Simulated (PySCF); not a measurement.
Working out the excitation energy of Hg

Hg [Xe] 4f14 5d10 6s2 (1S) → Hg [Xe] 4f14 5d10 6s1 6p1 (3P). Computed with PySCF 2.14 in aug-cc-pVDZ-PP with ECP60MDF, with scalar relativity through the core potential. Frozen: 5s2 5p6. Energies in hartree (1 hartree = 27.21139 eV):

```json
{"part": "UHF", "Hg (lower)": "-152.539930", "Hg (upper)": "-152.403963"}
{"part": "MP2 opposite-spin", "Hg (lower)": "-0.251094", "Hg (upper)": "-0.203086"}
{"part": "MP2 same-spin", "Hg (lower)": "-0.130952", "Hg (upper)": "-0.118940"}
```

What does Hartree-Fock give?

(-152.403963) − (-152.539930) = 0.135967 hartree = 3.700 eV.

What do MP2 and SCS-MP2 (6/5 opposite-spin, 1/3 same-spin) give?

The opposite-spin parts differ by 1.306 eV and the same-spin parts by 0.327 eV. MP2: 3.700 + (1.306) + (0.327) = 5.333 eV. SCS-MP2: 3.700 + 1.2 × (1.306) + (0.327)/3 = 5.376 eV.

A double-zeta basis recovers only part of the correlation energy.
